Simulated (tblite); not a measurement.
Question: Give a GFN2-xTB geometry of InChI=1S/C5H7F2O/c1-4(8)5(7)2-3-6/h2-3H2,1H3. (Doublet state.)

Answer: 
```
atom  x, y, z in Å
C1    -2.3567   -0.6091    0.5625
C2    -1.1245   -0.0842   -0.1298
O3    -0.9946   -0.0645   -1.3536
C4    -0.0809    0.4057    0.7146
F5    -0.2642    0.3879    2.0395
C6     1.2261    0.9067    0.2325
C7     2.0006   -0.1712   -0.5441
F8     2.3760   -1.1797    0.3026
H9    -2.0839   -1.3972    1.2616
H10   -2.8308    0.1909    1.1285
H11   -3.0517   -0.9959   -0.1767
H12    1.0646    1.7328   -0.4664
H13    1.8221    1.2484    1.0805
H14    1.3748   -0.6095   -1.3256
H15    2.9188    0.2469   -0.9668
```

Any rigid rotation of these coordinates is as good. Atoms count from 1 in this order. Of the pairs four or more bonds apart, O3···H14 is among the closest relative to their van der Waals radii: 2.43 Å, 89 % of the sum of Bondi's values. The C–C distances run from 1.429 Å (C2–C4, drawn single in one of several resonance forms) to 1.538 Å (C6–C7, drawn single), a spread of 0.109 Å. C2 (carbon bonded to 2 C and O) is planar (angles 123.3°, 120.3° and 116.4°, sum 360.0°, 0.00 Å off the plane of its three neighbours). C4 (carbon bonded to 2 C and F) is planar (angles 124.6°, 118.7° and 116.6°, sum 360.0°, 0.01 Å off the plane of its three neighbours).

Bonds between heavy atoms (Å): C1–C2 1.508, C2=O3 1.231, C2–C4 1.429, C4–F5 1.338, C4–C6 1.480, C6–C7 1.538, C7–F8 1.369.

Structure optimised with GFN2-xTB, isolated species. This method treats the open shell by occupation alone, without spin polarisation.

Point group: C1 (no symmetry element, even within 0.4 Å). Its GFN2-xTB frequencies are all real (lowest 45 cm⁻¹). Torsions: C1–C2–C4–F5 -1°, C2–C4–C6–C7 -60°, C4–C6–C7–F8 -67°.

One conformer stands for the species.

The numbers are calculated, not measured.
